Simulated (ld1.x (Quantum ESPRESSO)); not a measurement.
## Pseudopotential generation for Pb (Z = 82): RRKJ, PBE, scalar-relativistic.

The input file (ld1.x (Quantum ESPRESSO) 7.5):

```
&input
   title='Pb', zed=82., rel=1, dft='PBE', iswitch=3,
   config='[Xe] 4f14 5d10 6s2 6p1.5',
   nld=3, rlderiv=2.65, eminld=-4.0, emaxld=5.0, deld=0.02
 /
 &inputp
   pseudotype=2, tm=.false., lloc=-1, rcloc=2.20,
   nlcc=.true., rcore=0.80,
   file_pseudopw='Pb.UPF', file_wfcaegen='ae.wfc', file_wfcncgen='nc.wfc', file_beta='beta', file_chi='chi'
 /
3
6S  1  0   2.00   0.00  1.55  1.55  0.0
6P  2  1   1.50   0.00  2.45  2.45  0.0
5D  3  2  10.00   0.00  1.70  1.70  0.0
 &test
   configts(1)='5d10 6s2 6p1.5'
 /
```

Command:

```bash
ld1.x < Pb.in > Pb.out
```

Output (shortened: banner, matrices, multipoles, cross overlaps and the repeated all-electron block are left out):

```
[... start of the log left out ...]
     s(3D/3D) =  1.000000  <r> =   0.1599  <r2> =    0.0299  r(max) =   0.1311
     s(5S/5S) =  1.000000  <r> =   0.8535  <r2> =    0.8161  r(max) =   0.7932
     s(5P/5P) =  1.000000  <r> =   0.9771  <r2> =    1.0769  r(max) =   0.8766
     s(4D/4D) =  1.000000  <r> =   0.4310  <r2> =    0.2143  r(max) =   0.3890
     s(4F/4F) =  1.000000  <r> =   0.4539  <r2> =    0.2467  r(max) =   0.3520
     s(5D/5D) =  1.000000  <r> =   1.3030  <r2> =    1.9781  r(max) =   1.0707
     s(6S/6S) =  1.000000  <r> =   2.2791  <r2> =    5.8851  r(max) =   1.9509
     s(6P/6P) =  1.000000  <r> =   3.1715  <r2> =   11.5940  r(max) =   2.5684

     ------------------------ End of All-electron run ------------------------

     --------------------- Generating NC pseudopotential ---------------------

      Generating local potential from pseudized AE potential:
      Matching radius rcloc =   2.2000

      Local pseudo, rcloc= 2.211 Estimated cut-off energy=     5.01 Ry

      Computing core charge for nlcc:

       r > 0.80 : true rho core
       r < 0.80 : rho core = a sin(br)/r    a=  37.72  b=   3.03

      Integrated core pseudo-charge :  16.84
     Message from routine compute phi:
     negative determinant

      ld=   0.924329 f2ae  2.075475 faenor  0.152563
           0        1282        1281   98.818096677748585

 %%%%%%%%%%%%%%%%%%%%%%%%%%%%%%%%%%%%%%%%%%%%%%%%%%%%%%%%%%%%%%%%%%%%%%%%%%%%%%
     Error in routine compute_chi (1):
     n is too large
 %%%%%%%%%%%%%%%%%%%%%%%%%%%%%%%%%%%%%%%%%%%%%%%%%%%%%%%%%%%%%%%%%%%%%%%%%%%%%%

     stopping ...
```

The run stopped because the Bessel-function wave could not be built (negative determinant in compute_phi), and the routine for χ then failed on it.

The run took about 0.09 s on one core of a shared server CPU.
